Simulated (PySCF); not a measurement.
PySCF job for B(F)2(NCO) (CBF2NO), SMILES O=C=NB(F)F, TDA-M06-2X/def2-SVPD. Geometry: ωB97X-D3(BJ)/def2-SVP. Other conformers were not sampled.

```python
import numpy as np
from pyscf import gto, scf, dft, tdscf

mol = gto.M(
    atom='''
    B     0.00655562   -0.97917121    0.00000001
    F     0.99197190   -1.85749496   -0.00000000
    F    -1.23634626   -1.43208188   -0.00000000
    N     0.28526482    0.41199060    0.00000000
    C     0.08792347    1.59801247    0.00000000
    O    -0.04472543    2.75375483   -0.00000000
    ''',
    basis='def2-SVPD',
    charge=0,
    spin=0,
    symmetry=True,
    max_memory=1600,
    verbose=4,
)
mf = dft.RKS(mol, xc='m06-2x').density_fit(auxbasis='def2-universal-jkfit')
mf.grids.level = 4
mf.conv_tol = 1e-9
mf.max_cycle = 100
mf.kernel()
mf.grids = dft.Grids(mol).set(level=2).build(with_non0tab=True)  # coarser grid for the response kernel
td = tdscf.TDA(mf)
td.singlet = True
td.nstates = 10
td.conv_tol = 1e-4
td.kernel(x0=td.get_init_guess(mf, 15))
td.analyze()
tt = tdscf.TDA(mf)
tt.singlet = False
tt.nstates = 4
tt.conv_tol = 1e-4
tt.kernel(x0=tt.get_init_guess(mf, 9))
tt.analyze(verbose=3)
```

Program output:

```
PySCF version 2.14.0

[INPUT] verbose = 4
[INPUT] num. atoms = 6
[INPUT] num. electrons = 44
[INPUT] charge = 0
[INPUT] spin (= nelec alpha-beta = 2S) = 0
[INPUT] symmetry True subgroup None
[INPUT] Mole.unit = angstrom
[INPUT] Symbol           X                Y                Z      unit          X                Y                Z       unit  Magmom
[INPUT]  1 B      0.006555620000  -0.979171210000   0.000000010000 AA    0.012388326377  -1.850365415959   0.000000018897 Bohr   0.0
[INPUT]  2 F      0.991971900000  -1.857494960000   0.000000000000 AA    1.874555214264  -3.510156752160   0.000000000000 Bohr   0.0
[INPUT]  3 F     -1.236346260000  -1.432081880000   0.000000000000 AA   -2.336355826530  -2.706242541152   0.000000000000 Bohr   0.0
[INPUT]  4 N      0.285264820000   0.411990600000   0.000000000000 AA    0.539072382773   0.778549399895   0.000000000000 Bohr   0.0
[INPUT]  5 C      0.087923470000   1.598012470000   0.000000000000 AA    0.166151278221   3.019805911940   0.000000000000 Bohr   0.0
[INPUT]  6 O     -0.044725430000   2.753754830000   0.000000000000 AA   -0.084518813503   5.203842442898   0.000000000000 Bohr   0.0

nuclear repulsion = 194.093913355342
point group symmetry = Cs
symmetry origin: [-8.58966428e-10  2.14741598e-09  2.14741605e-09]
symmetry axis x: [1.00000000e+00 9.13933747e-10 1.41009716e-11]
symmetry axis y: [ 9.13933747e-10 -1.00000000e+00  3.72366388e-10]
symmetry axis z: [-1.41009720e-11  3.72366387e-10  1.00000000e+00]
num. orbitals of irrep A' = 90
num. orbitals of irrep A" = 39
number of shells = 51
number of NR pGTOs = 189
number of NR cGTOs = 129
basis = def2-SVPD
ecp = {}


[settings echo left out]
init E= -393.357478514423
HOMO (A') = -0.36656490599836  LUMO (A") = -0.0237822602878918  gap/eV = 9.32759
cycle= 1 E= -392.24032096126  delta_E= 1.12  |g|= 0.834  |ddm|= 5.02
HOMO (A') = -0.386015582115101  LUMO (A") = -0.0366271018656635  gap/eV = 9.50734
cycle= 2 E= -392.12073937202  delta_E= 0.12  |g|= 1.21  |ddm|= 2.18
HOMO (A') = -0.408837875757738  LUMO (A") = -0.0122796140825914  gap/eV = 10.79090
cycle= 3 E= -392.371221696942  delta_E= -0.25  |g|=  0.2  |ddm|=  1.2
HOMO (A') = -0.411678799043788  LUMO (A") = -0.00640496193805962  gap/eV = 11.02806
cycle= 4 E= -392.378558771128  delta_E= -0.00734  |g|= 0.0508  |ddm|= 0.212
HOMO (A') = -0.406898957870971  LUMO (A") = -0.00150792191061833  gap/eV = 11.03125
cycle= 5 E= -392.379069635757  delta_E= -0.000511  |g|= 0.0124  |ddm|= 0.0698
HOMO (A') = -0.408058468211241  LUMO (A") = -0.00224246701332231  gap/eV = 11.04282
cycle= 6 E= -392.379097698309  delta_E= -2.81e-05  |g|= 0.00525  |ddm|= 0.02
HOMO (A') = -0.407919929951368  LUMO (A") = -0.00239513736061159  gap/eV = 11.03489
cycle= 7 E= -392.379102858263  delta_E= -5.16e-06  |g|= 0.00098  |ddm|= 0.00587
HOMO (A') = -0.407953748941608  LUMO (A") = -0.00232783476823406  gap/eV = 11.03764
cycle= 8 E= -392.379103096689  delta_E= -2.38e-07  |g|= 0.000204  |ddm|= 0.00183
HOMO (A') = -0.407921040776714  LUMO (A") = -0.00232410166678965  gap/eV = 11.03685
cycle= 9 E= -392.379103113245  delta_E= -1.66e-08  |g|= 7.81e-05  |ddm|= 0.000608
HOMO (A') = -0.407940149200249  LUMO (A") = -0.00233115199275424  gap/eV = 11.03718
cycle= 10 E= -392.379103115932  delta_E= -2.69e-09  |g|= 1.92e-05  |ddm|= 0.000168
HOMO (A') = -0.407938456839925  LUMO (A") = -0.0023281156063828  gap/eV = 11.03722
cycle= 11 E= -392.379103116259  delta_E= -3.27e-10  |g|= 8.57e-06  |ddm|= 5.98e-05
HOMO (A') = -0.407938718365786  LUMO (A") = -0.00232825241179324  gap/eV = 11.03722
Extra cycle  E= -392.379103116275  delta_E= -1.57e-11  |g|= 8.89e-06  |ddm|= 1.72e-05
converged SCF energy = -392.379103116275
tot grids = 67824


******** <class 'pyscf.tdscf.rks.TDA'> for <class 'pyscf.df.df_jk.DFSymAdaptedRKS'> ********
nstates = 10 singlet
deg_eia_thresh = 1.000e-03
wfnsym = None
conv_tol = 0.0001
eigh lindep = 1e-12
eigh level_shift = 0
eigh max_cycle = 100


Excitation energies (eV)
[ 6.54272028  7.43567424  7.82749035  8.29153364  8.57542127  9.74112976
  9.97385375 10.1761306  10.2679125  10.61915057]

** Singlet excitation energies and oscillator strengths **
Excited State   1:   A"      6.54272 eV    189.50 nm  f=0.0000
      22 -> 23       -0.68240
Excited State   2:   A'      7.43567 eV    166.74 nm  f=0.0603
      21 -> 23        0.55173
      22 -> 24       -0.11846
      22 -> 26        0.38176
Excited State   3:   A"      7.82749 eV    158.40 nm  f=0.0009
      21 -> 24       -0.22323
      21 -> 25        0.16954
      21 -> 26        0.61342
      21 -> 27        0.12856
      22 -> 23       -0.11233
Excited State   4:   A'      8.29153 eV    149.53 nm  f=0.0140
      22 -> 24       -0.64711
      22 -> 25        0.19191
      22 -> 26       -0.11302
Excited State   5:   A"      8.57542 eV    144.58 nm  f=0.0054
      21 -> 24        0.62087
      21 -> 25       -0.15597
      21 -> 26        0.25443
Excited State   6:   A'      9.74113 eV    127.28 nm  f=0.0153
      22 -> 24        0.21695
      22 -> 25        0.64362
Excited State   7:   A"      9.97385 eV    124.31 nm  f=0.0104
      21 -> 24        0.21266
      21 -> 25        0.64202
Excited State   8:   A"     10.17613 eV    121.84 nm  f=0.0007
      16 -> 23        0.20019
      20 -> 23        0.40248
      22 -> 23       -0.10043
      22 -> 28        0.29831
      22 -> 32        0.30139
      22 -> 34       -0.21554
      22 -> 35        0.19711
Excited State   9:   A'     10.26791 eV    120.75 nm  f=1.0425
      17 -> 23       -0.10353
      21 -> 23        0.36624
      21 -> 28       -0.27172
      21 -> 32       -0.17411
      21 -> 34        0.16260
      21 -> 35       -0.12900
      22 -> 26       -0.41832
Excited State  10:   A"     10.61915 eV    116.76 nm  f=0.0001
      16 -> 23        0.14189
      20 -> 23       -0.53205
      20 -> 32        0.10164
      22 -> 28        0.33428
      22 -> 32        0.14737
      22 -> 34       -0.11494
      22 -> 35        0.10318

** Transition electric dipole moments (AU) **
state          X           Y           Z        Dip. S.      Osc.
  1         0.0000     -0.0000     -0.0092      0.0001      0.0000
  2        -0.0910     -0.5679      0.0000      0.3308      0.0603
  3        -0.0000     -0.0000     -0.0691      0.0048      0.0009
  4        -0.1653      0.2039      0.0000      0.0689      0.0140
  5         0.0000      0.0000      0.1597      0.0255      0.0054
  6         0.1805      0.1770     -0.0000      0.0639      0.0153
  7         0.0000      0.0000      0.2063      0.0426      0.0104
  8        -0.0000     -0.0000      0.0543      0.0030      0.0007
  9         0.1063     -2.0330      0.0000      4.1442      1.0425
 10         0.0000      0.0000      0.0208      0.0004      0.0001

** Transition velocity dipole moments (imaginary part, AU) **
state          X           Y           Z        Dip. S.      Osc.
  1        -0.0000     -0.0000      0.0026      0.0000      0.0000
  2        -0.0033     -0.0836      0.0000      0.0070      0.0171
  3        -0.0000     -0.0000     -0.0125      0.0002      0.0004
  4        -0.0488      0.0293     -0.0000      0.0032      0.0071
  5         0.0000      0.0000      0.0417      0.0017      0.0037
  6         0.0700      0.0409     -0.0000      0.0066      0.0122
  7         0.0000      0.0000      0.0623      0.0039      0.0071
  8        -0.0000     -0.0000      0.0069      0.0000      0.0001
  9        -0.0026     -0.4954     -0.0000      0.2454      0.4336
 10         0.0000      0.0000     -0.0032      0.0000      0.0000

** Transition magnetic dipole moments (imaginary part, AU) **
state          X           Y           Z
  1        -0.0986      0.2266     -0.0000
  2        -0.0000      0.0000      0.1018
  3        -0.0848      0.0688     -0.0000
  4        -0.0000     -0.0000      0.3566
  5         0.3388      0.1765      0.0000
  6         0.0000     -0.0000      0.6649
  7        -0.8733      0.0233     -0.0000
  8        -0.1346      0.0021      0.0000
  9        -0.0000      0.0000      0.3914
 10        -0.0622      0.4443     -0.0000


******** <class 'pyscf.tdscf.rks.TDA'> for <class 'pyscf.df.df_jk.DFSymAdaptedRKS'> ********
nstates = 4 triplet
deg_eia_thresh = 1.000e-03
wfnsym = None
conv_tol = 0.0001
eigh lindep = 1e-12
eigh level_shift = 0
eigh max_cycle = 100


Excitation energies (eV)
[6.38030829 6.3977955  7.06707172 7.55100521]

** Triplet excitation energies and oscillator strengths **
Excited State   1:   A'      6.38031 eV    194.32 nm  f=0.0000
Excited State   2:   A"      6.39780 eV    193.79 nm  f=0.0000
Excited State   3:   A'      7.06707 eV    175.44 nm  f=0.0000
Excited State   4:   A"      7.55101 eV    164.20 nm  f=0.0000
```

Self-consistency was reached.

Cost: around 6 core-minutes (rough).
